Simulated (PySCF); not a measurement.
# Spinor energies of Kr²⁺ (krypton, charge +2)

Start: [Ar] 3d10 4s2 4p4; 4p1/2 filled at m_j = -1/2, +1/2; 4p3/2 filled at m_j = +1/2, +3/2. Calculated with PySCF 2.14 in x2c-TZVPall-2c: generalised Hartree-Fock with the X2C-1e Hamiltonian and a Gaussian nucleus; one run each with spin-orbit coupling (SO) switched off, then screened by Boettger's factors.

```json
{"spinor shell": "1s1/2", "electrons": "2", "ε, spin-free (eV)": "-14430.7", "ε, screened SO (eV)": "-14430.1", "weight of nominal j (screened SO)": "1.000", "rms radius, screened SO (bohr)": "0.0478"}
{"spinor shell": "2s1/2", "electrons": "2", "ε, spin-free (eV)": "-1986.3", "ε, screened SO (eV)": "-1986.1", "weight of nominal j (screened SO)": "1.000", "rms radius, screened SO (bohr)": "0.199"}
{"spinor shell": "2p1/2", "electrons": "2", "ε, spin-free (eV)": "-1753.7", "ε, screened SO (eV)": "-1790.6", "weight of nominal j (screened SO)": "1.000", "rms radius, screened SO (bohr)": "0.174"}
{"spinor shell": "2p3/2", "electrons": "4", "ε, spin-free (eV)": "-1753.7", "ε, screened SO (eV)": "-1735.9", "weight of nominal j (screened SO)": "1.000", "rms radius, screened SO (bohr)": "0.178"}
{"spinor shell": "3s1/2", "electrons": "2", "ε, spin-free (eV)": "-330.77", "ε, screened SO (eV)": "-330.66", "weight of nominal j (screened SO)": "1.000", "rms radius, screened SO (bohr)": "0.564"}
{"spinor shell": "3p1/2", "electrons": "2", "ε, spin-free (eV)": "-254.20", "ε, screened SO (eV)": "-260.01", "weight of nominal j (screened SO)": "0.999", "rms radius, screened SO (bohr)": "0.574"}
{"spinor shell": "3p3/2", "electrons": "4", "ε, spin-free (eV)": "-254.20", "ε, screened SO (eV)": "-251.29", "weight of nominal j (screened SO)": "0.999", "rms radius, screened SO (bohr)": "0.585"}
{"spinor shell": "3d3/2", "electrons": "4", "ε, spin-free (eV)": "-127.36", "ε, screened SO (eV)": "-128.15", "weight of nominal j (screened SO)": "0.981", "rms radius, screened SO (bohr)": "0.609"}
{"spinor shell": "3d5/2", "electrons": "6", "ε, spin-free (eV)": "-127.36", "ε, screened SO (eV)": "-126.68", "weight of nominal j (screened SO)": "0.987", "rms radius, screened SO (bohr)": "0.611"}
{"spinor shell": "4s1/2", "electrons": "2", "ε, spin-free (eV)": "-54.020", "ε, screened SO (eV)": "-53.981", "weight of nominal j (screened SO)": "0.999", "rms radius, screened SO (bohr)": "1.63"}
{"spinor shell": "4p3/2", "electrons": "2", "ε, spin-free (eV)": "-37.148", "ε, screened SO (eV)": "-37.843", "weight of nominal j (screened SO)": "0.809", "rms radius, screened SO (bohr)": "1.86"}
{"spinor shell": "4p1/2", "electrons": "2", "ε, spin-free (eV)": "-37.148", "ε, screened SO (eV)": "-36.539", "weight of nominal j (screened SO)": "0.723", "rms radius, screened SO (bohr)": "1.87"}
```

| quantity | spin-free | screened SO |
| --- | --- | --- |
| E (hartree) | -2786.75307 | -2786.93284 |
| M_J | 2 | 2 |
| ⟨J²⟩ | 6.010 | 6.017 |
| ⟨L²⟩ | 2.007 | 2.154 |
| ⟨S²⟩ | 2.003 | 1.935 |

Each row is a mean over spinors that exchange with the open shell spreads, by up to 6.586 eV (4s1/2).

Rows whose weight is well below 1 are mixtures of j = l ± 1/2: exchange outweighs spin-orbit coupling there, and the label is only the starting occupation.

Without spin-orbit coupling the j labels of p, d and f shells carry no meaning; the spin-free column gives the mean over the occupied spinors of each nl shell.
